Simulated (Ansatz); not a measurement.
Start from `[Cl][Zr]([Cl])([Cl])[Br]` and change one atom or group to get `[Cl][Zr]([Cl])([Cl])[Cl]`.

Ansatz, PBE0-D4/def2-TZVP geometries, multiplicity 1. 

Elements past krypton have def2 core potentials. Scalar relativity is left out up to krypton.

| property | `[Cl][Zr]([Cl])([Cl])[Br]` |
| --- | --- |
| LUMO energy (PBE/def2-TZVPP) / eV | -3.45 |
| LUMO energy (PBE0/def2-TZVPP) / eV | -2.70 |
| HOMO–LUMO gap (PBE/def2-TZVPP) / eV | 4.49 |
| size of the dipole moment (ωB97M-V/def2-TZVPP) / D | 0.00 |
| HOMO energy (PBE0/def2-TZVPP) / eV | -9.23 |
| HOMO–LUMO gap (B3LYP/def2-TZVPP) / eV | 6.07 |

Problem. Give the same properties after the change, and the shifts. (Estimate.)

Solution. Computed: 
```
                                          property  `[Cl][Zr]([Cl])([Cl])[Cl]`  shift
                 LUMO energy (PBE/def2-TZVPP) / eV                       -3.41   0.04
                LUMO energy (PBE0/def2-TZVPP) / eV                       -2.65   0.05
               HOMO–LUMO gap (PBE/def2-TZVPP) / eV                        4.92   0.43
size of the dipole moment (ωB97M-V/def2-TZVPP) / D                        0.00   0.00
                HOMO energy (PBE0/def2-TZVPP) / eV                       -9.72  -0.49
             HOMO–LUMO gap (B3LYP/def2-TZVPP) / eV                        6.60   0.53
```

With PBE0 the HOMO falls by 0.49 eV and the LUMO rises by 0.05 eV, so the gap widens by about 0.54 eV. PBE moves the HOMO by -0.39 eV and ωB97M-V by -0.53 eV.

B3LYP here is the variant with VWN-RPA as its local correlation; programs differ in this.

Spin–orbit coupling is left out; it splits and shifts lone-pair levels of the heavy atoms by tenths of an eV.
